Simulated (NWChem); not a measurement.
# C2H3I; SMILES C=CI

Results from NWChem. The geometry was optimised at PBE0/def2-SVP. def2 effective core potentials on I; no spin-orbit coupling. Level: PBE0/def2-SVP with COSMO at NWChem's default radii, gas-phase geometry; the question gives the dielectric constant.

Question: What does the run give for dielectric constant 11.7? Quantities: electrostatic solvation energy (kcal/mol); dipole in solution (D).

Answer: 
```json
{
 "electrostatic solvation energy (kcal/mol)": "-2.2",
 "dipole in solution (D)": "1.59"
}
```
